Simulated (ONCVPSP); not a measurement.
Pseudopotential generation for zinc: ONCV, PBE, scalar-relativistic.

* Element: zinc
* Generator: ONCVPSP 4.0.1
* Type: optimised norm-conserving Vanderbilt (ONCV)
* Functional: PBE
* Relativity: scalar-relativistic
* Frozen core: [Ne]
* Valence charge: 20
* Reference configuration: 3s2 3p6 3d10 4s1.5 (charge +0.5)
* Partial waves: 3s+4s: rc 1.05 bohr, ncon 4, nbas 8, qcut 11.3 1/bohr, 2 projectors; 3p: rc 1.15 bohr, ncon 4, nbas 7, qcut 10 1/bohr, 2 projectors, debl 2.2 Ha; 3d: rc 0.95 bohr, ncon 5, nbas 9, qcut 15.8 1/bohr, 1 projector; f scattering state at 0.4 Ha: rc 1.05 bohr, ncon 3, nbas 6, qcut 9.5 1/bohr, 2 projectors, debl 1.3 Ha
* Local potential: polynomial inside 0.85 bohr (lpopt 5, dvloc0 1 Ha)
* Core correction: none

In the p channel the program set the typed energies aside and used -3.235, 0.250 Ha.

Poles of the logarithmic derivatives, all-electron (AE) and pseudo (PS). s: poles at -3.6 (AE) and -3.6 (PS) Ha. p: poles at -2.3 (AE) and -2.3 (PS) Ha. d: poles at 1.8 (AE) and 1.8 (PS) Ha. f: poles at no energy (AE) and no energy (PS) Ha. Test radii: s 1.07, p 1.17, d 0.96, f 1.07 bohr.

- Cutoffs needed: 109 Ha and 125 Ha (the cutoffs (Ha) at which the residual kinetic energy of the hardest occupied pseudo-wave falls to 1 and 0.1 mHa per electron)
- Ghost test: no bound ghost flagged; no localised positive-energy state flagged
- Largest excitation error: -36 meV (all-electron minus pseudo) for 3s2 3p6 3d8 4s0, out of 4 test configurations
